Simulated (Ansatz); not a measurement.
Born–Oppenheimer molecular dynamics of BrClF3HHf (7 atoms, charge 0, multiplicity 1). It starts at the highest image of a converged band, a first-order saddle point between two minima.

The calculation used Ansatz 0.2.0, RHF/def2-SVP.

```json
{
 "ensemble": "NVE (velocity Verlet)",
 "time step": "0.5 fs",
 "steps asked": "200",
 "starting velocities drawn for": "100 K",
 "seed": "3442"
}
```

First frame:

```xyz
7
Properties=species:S:1:pos:R:3
Hf -0.299 0.000 0.007
Cl 0.024 0.000 2.611
F 1.600 0.000 -0.105
F -0.700 1.562 -0.991
F -0.700 -1.562 -0.991
Br -2.839 0.000 1.280
H -1.519 0.000 2.368
```

How far do the bonds stretch over the last three quarters of this one trajectory? (Pairs bonded in most of those frames.)


```csv
bond,mean (Å),spread (Å),shortest,longest
Hf1–Cl2,3.055,0.246,2.67,3.50
Hf1–F3,1.930,0.019,1.89,1.95
Hf1–F4,1.896,0.009,1.88,1.91
Hf1–F5,1.898,0.004,1.89,1.91
Hf1–Br6,2.587,0.113,2.45,2.78
Cl2–H7,1.285,0.040,1.22,1.35
```

Mean temperature of the second half: 947 K. The conserved energy stayed within 0.14 meV per atom of its start (net change 0.014 meV per atom), so the integration is sound. The kinetic energy rose, since the run started high on the potential surface and went downhill. It ends in pieces (BrF3Hf + ClH), so much of that is their flight and rotation, not heat. A run of 0.1 ps of so small a system gives no equilibrium averages. The orbitals stay closed-shell, which can raise the energy where a bond breaks towards radicals; this wasn't checked here.

Run time: 8.4 min on 2 threads of Arm Neoverse V2 (shared host), peak memory 0.34 GiB.
